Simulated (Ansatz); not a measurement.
Molecule: SnF$_{2}$, charge 0, multiplicity 1. 
Coordinates optimised at B3LYP-D3(BJ)/def2-TZVP (Ansatz, a program for electronic structure):
```xyz
3

Sn     0.0031    -0.0019     0.3444
F      0.6963     1.2727    -0.9558
F     -0.7135    -1.2620    -0.9573
```
Charge 0, spin multiplicity 1.

Total electronic energies in hartree. Valence correlation only, unless marked. No spin-orbit coupling. The frozen core is the preceding noble-gas configuration, with the filled d and f shells of earlier blocks. In def2 rows, elements after Kr have scalar-relativistic effective core potentials. STO-3G rows are all-electron and non-relativistic. CBS(X,Y): correlation extrapolated as X^-3; Hartree-Fock from the larger set.

| level | program | energy (Eh) |
|---|---|---|
| HF/def2-QZVPPD | Ansatz | -412.41895 |
| BLYP-D4/def2-TZVPD | Ansatz + dftd4 | -414.13052 |
| r2SCAN-D4/def2-TZVPD | Ansatz + dftd4 | -414.17383 |
| r2SCAN0-D4/def2-TZVPD | Ansatz + dftd4 | -414.11078 |
| r2SCAN0/def2-TZVPD | Ansatz | -414.11038 |
| HSE06/def2-TZVPD | Ansatz | -413.97722 |
| CAM-B3LYP/def2-TZVPD | Ansatz | -414.11824 |
| B2GP-PLYP/def2-TZVPD | Ansatz | -413.69408 |
| RPA@PBE/def2-TZVPP | Ansatz | -413.24949 |
| MP2/def2-SVP | Ansatz | -412.57608 |
| MP2/def2-TZVPP | Ansatz | -412.99850 |
| CCSD/STO-3G | Ansatz | -6159.43218 |
| CCSD(T)/def2-SVP | Ansatz | -412.59245 |
| CCSD(T)/def2-TZVPP | Ansatz | -413.01802 |
| CCSD(T)/CBS(def2-TZVPPD,def2-QZVPPD) | Ansatz | -413.1256 |

Totals of different functionals don't rank their quality; only differences between species are comparable.
